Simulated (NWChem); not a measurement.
System meant: C4H9O, doublet; SMILES C[CH]COC

Input file for NWChem:

```
start job
memory heap 200 mb stack 900 mb global 1100 mb
geometry units angstroms noautoz
  C      0.711908    -2.019697     0.092652
  C     -0.574444    -1.351007    -0.258649
  C     -0.806638     0.094596     0.023366
  O      0.356060     0.847766    -0.285550
  C      0.222127     2.211726     0.040702
  H      0.769262    -2.263706     1.169930
  H      1.564320    -1.369216    -0.128556
  H      0.836836    -2.962557    -0.451750
  H     -1.450993    -1.958006    -0.471685
  H     -1.062843     0.252540     1.095596
  H     -1.672795     0.466022    -0.553548
  H      0.029226     2.359275     1.116574
  H      1.163980     2.701542    -0.221081
  H     -0.596317     2.690132    -0.522713
end
basis spherical
  * library def2-svp
end
dft
  odft
  mult 2
  xc xpbe96 cpbe96
  iterations 4
  mulliken
end
task dft energy
```

End of the output:

```
     --------------------------
     Expectation value of S2:
     --------------------------
      <S2> =      0.7531 (Exact =     0.7500)

 center of mass
 --------------
 x =   0.00684147 y =   0.00380370 z =  -0.03749505

 moments of inertia (a.u.)
 ------------------
         672.090120900875           0.000000000000           0.000000000000
           0.000000000000         138.868950500100           0.000000000000
           0.000000000000           0.000000000000         762.815678119829

     Multipole analysis of the density
     ---------------------------------

     L   x y z        total         alpha         beta         nuclear
     -   - - -        -----         -----         ----         -------
     0   0 0 0     -0.000000    -21.000000    -20.000000     41.000000

     1   1 0 0     -0.285864      0.318742     -0.604605      0.000000
     1   0 1 0      0.179180      1.292432     -1.113252     -0.000000
     1   0 0 1      0.295462      0.262132      0.033330     -0.000000

     2   2 0 0    -23.750789    -51.993331    -49.566025     77.808566
     2   1 1 0      0.070436      1.610342      3.252539     -4.792446
     2   1 0 1      0.179742     -0.450944     -0.081652      0.712338
     2   0 2 0    -21.426797   -212.056641   -204.310059    394.939903
     2   0 1 1      0.136222     -0.835243     -0.204351      1.175816
     2   0 0 2    -24.910544    -24.323943    -21.387931     20.801329

 ------------------------------------------------------------------------
 dft energy failed                                                                                  0
 ------------------------------------------------------------------------
 ------------------------------------------------------------------------
  current input line :
    29: task dft energy
 ------------------------------------------------------------------------
 ------------------------------------------------------------------------
 This type of error is most commonly associated with calculations not reaching convergence criteria
 ------------------------------------------------------------------------
 For more information see the NWChem manual at https://nwchemgit.github.io

0:dft energy failed:Received an Error in Communication
```

Problem. Find the fault in this run and fix the input.

Solution. Convergence was not reached. Cause: the SCF was allowed too few iterations. This input runs:
```
start job
memory heap 200 mb stack 900 mb global 1100 mb
geometry units angstroms noautoz
  C      0.711908    -2.019697     0.092652
  C     -0.574444    -1.351007    -0.258649
  C     -0.806638     0.094596     0.023366
  O      0.356060     0.847766    -0.285550
  C      0.222127     2.211726     0.040702
  H      0.769262    -2.263706     1.169930
  H      1.564320    -1.369216    -0.128556
  H      0.836836    -2.962557    -0.451750
  H     -1.450993    -1.958006    -0.471685
  H     -1.062843     0.252540     1.095596
  H     -1.672795     0.466022    -0.553548
  H      0.029226     2.359275     1.116574
  H      1.163980     2.701542    -0.221081
  H     -0.596317     2.690132    -0.522713
end
basis spherical
  * library def2-svp
end
dft
  odft
  mult 2
  xc xpbe96 cpbe96
  iterations 150
  mulliken
end
task dft energy
```
It converges to -232.50866 Ha (PBE/def2-SVP, spin-unrestricted).
